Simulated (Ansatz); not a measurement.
Si19OH26, a nanocrystal with a defect cut from the lattice of silicon (double-bonded O in place of two caps), 46 atoms. Hardware: 2 threads of AMD EPYC 7R13 on a shared host and a share (18 GiB) of an NVIDIA H100 80GB HBM3.

Correlated methods freeze 96 core orbitals. Single mean-field runs in def2-SVP, def2-TZVP are fitted with def2-universal-jkfit.

Q: How many basis functions does each of these Ansatz runs have, and roughly what does it cost? PBE0-D4/def2-TZVP, charge 0 triplet at the geometry of the charge 0 singlet, energy; BHLYP-D4/def2-TZVP, charge 0 singlet, energy, from earlier orbitals; MP2/def2-SVP, charge 0 singlet, energy, from earlier orbitals; BLYP-D4/def2-TZVP, charge -1 doublet at the geometry of the charge 0 singlet, energy, from earlier orbitals; PBE0-D4/def2-TZVP, charge 0 singlet, energy and forces, from earlier orbitals; PBE-D4/def2-SVP, charge 0 singlet, energy, from earlier orbitals; PBE-D4/def2-TZVP, charge -1 doublet at the geometry of the charge 0 singlet, energy, from earlier orbitals; r2SCAN-D4/def2-TZVP, charge 0 singlet, energy and forces, from earlier orbitals; PBE0-D4/def2-SVP, charge 0 singlet, energy, from earlier orbitals; BLYP-D4/def2-TZVP, charge 0 singlet, energy, from earlier orbitals; PBE-D4/def2-TZVP, charge 0 singlet, energy, from earlier orbitals; PBE0-D4/def2-TZVP, charge -1 doublet at the geometry of the charge 0 singlet, energy.

A: Other jobs shared the machine, so times can vary by a factor of up to 3. A dash marks memory too small to be measured apart from the calling script's.

```json
{"run": "PBE0-D4/def2-SVP, charge 0 singlet, energy, from earlier orbitals", "functions": "486", "fitting or Cholesky vectors": "2977", "wall time": "5.5 s", "peak host memory (GiB)": "–"}
{"run": "PBE-D4/def2-SVP, charge 0 singlet, energy, from earlier orbitals", "functions": "486", "fitting or Cholesky vectors": "2977", "wall time": "5.5 s", "peak host memory (GiB)": "–"}
{"run": "PBE-D4/def2-TZVP, charge 0 singlet, energy, from earlier orbitals", "functions": "890", "fitting or Cholesky vectors": "2977", "wall time": "5.5 s", "peak host memory (GiB)": "–"}
{"run": "MP2/def2-SVP, charge 0 singlet, energy, from earlier orbitals", "functions": "486", "fitting or Cholesky vectors": "4658", "wall time": "6 s", "peak host memory (GiB)": "–"}
{"run": "BLYP-D4/def2-TZVP, charge 0 singlet, energy, from earlier orbitals", "functions": "890", "fitting or Cholesky vectors": "2977", "wall time": "7.5 s", "peak host memory (GiB)": "–"}
{"run": "BHLYP-D4/def2-TZVP, charge 0 singlet, energy, from earlier orbitals", "functions": "890", "fitting or Cholesky vectors": "2977", "wall time": "8.5 s", "peak host memory (GiB)": "–"}
{"run": "PBE0-D4/def2-TZVP, charge 0 singlet, energy and forces, from earlier orbitals", "functions": "890", "fitting or Cholesky vectors": "2977", "wall time": "8.6 s", "peak host memory (GiB)": "2.1"}
{"run": "r2SCAN-D4/def2-TZVP, charge 0 singlet, energy and forces, from earlier orbitals", "functions": "890", "fitting or Cholesky vectors": "2977", "wall time": "9.6 s", "peak host memory (GiB)": "–"}
{"run": "BLYP-D4/def2-TZVP, charge -1 doublet at the geometry of the charge 0 singlet, energy, from earlier orbitals", "functions": "890", "fitting or Cholesky vectors": "2977", "wall time": "11 s", "peak host memory (GiB)": "1.6"}
{"run": "PBE-D4/def2-TZVP, charge -1 doublet at the geometry of the charge 0 singlet, energy, from earlier orbitals", "functions": "890", "fitting or Cholesky vectors": "2977", "wall time": "13 s", "peak host memory (GiB)": "–"}
{"run": "PBE0-D4/def2-TZVP, charge 0 triplet at the geometry of the charge 0 singlet, energy", "functions": "890", "fitting or Cholesky vectors": "2977", "wall time": "18 s", "peak host memory (GiB)": "1.5"}
{"run": "PBE0-D4/def2-TZVP, charge -1 doublet at the geometry of the charge 0 singlet, energy", "functions": "890", "fitting or Cholesky vectors": "2977", "wall time": "20 s", "peak host memory (GiB)": "1.5"}
```
